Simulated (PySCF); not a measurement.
Choosing a molecule for a target property.

Each SMILES stands for a single optimised conformer of the isolated species, non-relativistic unless stated; the electronic structure was computed with PySCF and density fitting.

The conformers computed, where there is a choice (atom-mapped SMILES and torsion angles):
- `[CH2:1]=[C:2]1[CH2:3][C@@:4]1([C:5]#[N:6])[CH2:7][F:8]`: C3–C4–C7–F8 -67°
- `[O:1]=[C:2]([OH:3])/[C:4](=[CH:5]/[Cl:6])[CH2:7][CH2:8][F:9]`: O1–C2–C4–C5 0°, C2–C4–C7–C8 75°, C4–C7–C8–F9 64°, H–O3–C2–O1 0°
- `[CH3:1][CH2:2][CH2:3][CH2:4][C:5]([F:6])=[C:7]([F:8])[F:9]`: C1–C2–C3–C4 -179°, C2–C3–C4–C5 177°, C3–C4–C5–F6 -72°
- `[CH2:1]=[CH:2][CH2:3][C@@H:4]1[O:5][C@@:6]1([F:7])[CH2:8][Cl:9]`: C1–C2–C3–C4 118°, C2–C3–C4–O5 159°, O5–C6–C8–Cl9 140°

The conformers of `C=CO[Si@H](O)SC=C` and `O=S1(=O)OCCO1` aren't listed.

(1) Wanted: lowest triplet excitation (Tamm–Dancoff) below 4.3 eV (TDA PBE0/def2-SVPD) and electronic spatial extent ⟨r²⟩ about the centre of nuclear charge below 1200 bohr² (PBE0/def2-SVPD), at GFN2-xTB geometries. Which candidate meets both?
A. `C=C1C[C@@]1(C#N)CF`
B. `O=C(O)/C(=C/Cl)CCF`
C. `Fc1ccccn1`
D. `C(CC)CC(F)=C(F)F`

(2) Wanted: HOMO–LUMO gap between 6.5 eV and 7 eV (PBE0/def2-SVPD) and static isotropic polarisability below 86 au (PBE0/def2-SVPD), at GFN2-xTB geometries. Which candidate meets both?
A. `c1ccc2sccc2c1`
B. `O=S1(=O)OCCO1`
C. `C(Cl)[C@]1([C@@H](O1)CC=C)F`
D. `C=CO[Si@H](O)SC=C`
E. `C=C1C[C@@]1(C#N)CF`
F. `O=C(O)/C(=C/Cl)CCF`
G. `Fc1ccccn1`

(3) Wanted: smallest rotational constant between 0.66 GHz and 1.6 GHz (GFN2-xTB) and dipole moment below 1 D (PBE0/def2-SVPD), at GFN2-xTB geometries. Which candidate meets both?
A. `F[C@@]1([C@H](CC=C)O1)CCl`
B. `Fc1ccccn1`
C. `C=C1C[C@@]1(C#N)CF`
D. `CCCCC(F)=C(F)F`
E. `c1ccc2sccc2c1`

(4) Wanted: HOMO energy between -8 eV and -7 eV (PBE0/def2-SVPD) and lowest singlet excitation below 7 eV (TDDFT PBE0/def2-SVPD), at GFN2-xTB geometries. Which candidate meets both?
A. `C1=CC=C2SC=CC2=C1`
B. `Fc1ccccn1`
C. `C=C1C[C@@]1(C#N)CF`
D. `O=S1(=O)OCCO1`

Answers

(1) C. Computed values:
| species | lowest triplet excitation (Tamm–Dancoff) | electronic spatial extent ⟨r²⟩ about the centre of nuclear charge |
| --- | --- | --- |
| O=C(O)/C(=C/Cl)CCF | 3.40 eV | 1520 bohr² |
| Fc1ccccn1 | 4.26 eV | 613 bohr² |
| C=C1C[C@@]1(C#N)CF | 4.42 eV | 946 bohr² |
| C(CC)CC(F)=C(F)F | 4.54 eV | 1821 bohr² |

(2) G. Computed values:
| species | HOMO–LUMO gap | static isotropic polarisability |
| --- | --- | --- |
| c1ccc2sccc2c1 | 5.55 eV | 107.7 au |
| O=C(O)/C(=C/Cl)CCF | 5.95 eV | 83.8 au |
| C=CO[Si@H](O)SC=C | 6.38 eV | 102.6 au |
| Fc1ccccn1 | 6.60 eV | 61.3 au |
| C=C1C[C@@]1(C#N)CF | 7.66 eV | 73.8 au |
| C(Cl)[C@]1([C@@H](O1)CC=C)F | 7.80 eV | 88.0 au |
| O=S1(=O)OCCO1 | 9.13 eV | 52.7 au |

(3) E. Computed values:
```csv
species,smallest rotational constant,dipole moment
CCCCC(F)=C(F)F,0.601 GHz,2.31 D
F[C@@]1([C@H](CC=C)O1)CCl,0.713 GHz,1.24 D
c1ccc2sccc2c1,0.935 GHz,0.68 D
C=C1C[C@@]1(C#N)CF,1.297 GHz,4.64 D
Fc1ccccn1,1.862 GHz,3.36 D
```

(4) B. Computed values:
```csv
species,HOMO energy,lowest singlet excitation
O=S1(=O)OCCO1,-9.10 eV,7.71 eV
C=C1C[C@@]1(C#N)CF,-8.52 eV,6.44 eV
Fc1ccccn1,-7.75 eV,5.31 eV
C1=CC=C2SC=CC2=C1,-6.41 eV,4.75 eV
```
